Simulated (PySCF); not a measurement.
Pd³⁺: interval between two levels

Pd³⁺ [Kr] 4d7 [4F9/2, M_J = 9/2] → Pd³⁺ [Kr] 4d6 5s1 [6D9/2, M_J = 9/2], as a difference of total energies. Computed with PySCF 2.14 in x2c-TZVPall-2c with one added diffuse shell each of s, p, d type (9s10p8d1f, 86 functions), with the two-component X2C-1e Hamiltonian. Correlated levels: [Ar] 3d10 frozen; the 6 highest virtual spinors dropped. "Screened" scales the spin-orbit matrix elements by Boettger's factors to mimic the two-electron term; Breit and QED terms are absent.

```tsv
method	interval between two levels (cm⁻¹)
GHF (spin-free)	83113
GMP2 (spin-free)	83422
GHF (screened spin-orbit)	83787
GMP2 (screened spin-orbit)	84114
```

The labels give the starting determinants; with spin-orbit coupling the two ends relaxed to ⟨J²⟩ = 24.76, ⟨L²⟩ = 12.21, ⟨S²⟩ = 3.69 and ⟨J²⟩ = 24.76, ⟨L²⟩ = 6.11, ⟨S²⟩ = 8.69.
